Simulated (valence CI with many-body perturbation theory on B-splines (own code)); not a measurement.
Valence orbitals of Ga26+

Level of theory: configuration interaction combined with many-body perturbation theory (CI+MBPT): three valence electrons over a frozen Dirac-Fock core [He], radial functions for each j: 11 s, 11 p, 9 d, 7 f, 5 g, 2 h, 1 i, with the one-electron correlation potential Σ1, the two-electron term Σ2, the three-electron term Σ3, Breit, model QED; selected CI, second order for the rest (own B-spline code, finite nucleus).

The last digits are not significant, and no measured levels were compared; by estimate large intervals hold to a few tenths of a per cent, small ones and those within an open d or f shell to about a per cent.

These are the spectroscopic orbitals of the CI (the correlating ones are not listed), shaped by the core and the other valence electrons. h is the expectation value of the core's Dirac-Fock operator, without the valence repulsion; Σ1 is computed up to l = 3 at one energy for each symmetry, that of its lowest orbital but kept below the first core excitation, so for empty shells it is not the orbital's own correlation shift; Breit and QED include the response of the core.

| Orbital | h (hartree) | Σ1 (cm⁻¹) | Breit (cm⁻¹) | QED (cm⁻¹) | ⟨r⟩ (bohr) |
| --- | --- | --- | --- | --- | --- |
| 2s1/2 | -109.69 | -1219 | 7401 | 6681 | 0.2021 |
| 3s1/2 | -48.081 | -291 | 2072 | 1929 | 0.4666 |
| 4s1/2 | -26.831 | -112 | 829 | 783 | 0.8453 |
| 5s1/2 | -17.089 | -54.9 | 415 | 394 | 1.333 |
| 2p1/2 | -107.48 | -2796 | 14459 | -348 | 0.1717 |
| 3p1/2 | -47.445 | -608 | 3949 | -104 | 0.4409 |
| 4p1/2 | -26.568 | -231 | 1596 | -42.8 | 0.8230 |
| 5p1/2 | -16.956 | -113 | 802 | -21.7 | 1.315 |
| 2p3/2 | -106.19 | -2575 | 6222 | 246 | 0.1745 |
| 3p3/2 | -47.064 | -560 | 1660 | 64.1 | 0.4450 |
| 4p3/2 | -26.408 | -213 | 691 | 25.8 | 0.8284 |
| 5p3/2 | -16.874 | -104 | 346 | 13.0 | 1.321 |
| 3d3/2 | -46.79 | -251 | 131 | -23.8 | 0.3796 |
| 4d3/2 | -26.292 | -106 | 71.0 | -9.2 | 0.7661 |
| 5d3/2 | -16.815 | -54.1 | 38.6 | -4.6 | 1.262 |
| 3d5/2 | -46.673 | -244 | 41.0 | 31.7 | 0.3810 |
| 4d5/2 | -26.243 | -102 | 22.1 | 14.0 | 0.7677 |
| 5d5/2 | -16.79 | -52.4 | 11.7 | 7.3 | 1.264 |
| 4f5/2 | -26.208 | -21.1 | 0.7 | -6.0 | 0.6635 |
| 5f5/2 | -16.773 | -11.9 | 0.6 | -3.0 | 1.162 |
| 4f7/2 | -26.184 | -20.8 | 0.2 | 4.9 | 0.6644 |
| 5f7/2 | -16.761 | -11.7 | 0.2 | 2.6 | 1.163 |
| 5g7/2 | -16.755 |  | 0.0 | -1.8 | 1.017 |
| 5g9/2 | -16.748 |  | 0.0 | 1.5 | 1.018 |

Among the shells of the start configuration 2s2 2p1, Σ1 is largest in size for 2p1/2, where it is 0.012 % of h.

Lowest root of each symmetry, sizes in configuration state functions:

```json
{"J": "1/2", "Parity": "even", "Roots": "15", "Reference": "50", "Variational": "9050", "Second order": "11167", "Change by selected CI (cm⁻¹)": "-5334", "Change by second order (cm⁻¹)": "0"}
{"J": "3/2", "Parity": "even", "Roots": "19", "Reference": "70", "Variational": "14844", "Second order": "26549", "Change by selected CI (cm⁻¹)": "-4420", "Change by second order (cm⁻¹)": "-1"}
{"J": "5/2", "Parity": "even", "Roots": "14", "Reference": "66", "Variational": "15920", "Second order": "37651", "Change by selected CI (cm⁻¹)": "-5365", "Change by second order (cm⁻¹)": "-1"}
{"J": "7/2", "Parity": "even", "Roots": "4", "Reference": "41", "Variational": "10659", "Second order": "32865", "Change by selected CI (cm⁻¹)": "-6804", "Change by second order (cm⁻¹)": "-4"}
{"J": "9/2", "Parity": "even", "Roots": "2", "Reference": "23", "Variational": "5564", "Second order": "26835", "Change by selected CI (cm⁻¹)": "-10314", "Change by second order (cm⁻¹)": "-4"}
{"J": "1/2", "Parity": "odd", "Roots": "15", "Reference": "48", "Variational": "8939", "Second order": "18253", "Change by selected CI (cm⁻¹)": "-8125", "Change by second order (cm⁻¹)": "0"}
{"J": "3/2", "Parity": "odd", "Roots": "22", "Reference": "72", "Variational": "15076", "Second order": "34662", "Change by selected CI (cm⁻¹)": "-8021", "Change by second order (cm⁻¹)": "-1"}
{"J": "5/2", "Parity": "odd", "Roots": "14", "Reference": "62", "Variational": "15854", "Second order": "40884", "Change by selected CI (cm⁻¹)": "-13808", "Change by second order (cm⁻¹)": "-1"}
{"J": "7/2", "Parity": "odd", "Roots": "6", "Reference": "43", "Variational": "11417", "Second order": "35379", "Change by selected CI (cm⁻¹)": "-8424", "Change by second order (cm⁻¹)": "-3"}
{"J": "9/2", "Parity": "odd", "Roots": "2", "Reference": "20", "Variational": "5500", "Second order": "22689", "Change by selected CI (cm⁻¹)": "-7131", "Change by second order (cm⁻¹)": "-4"}
```
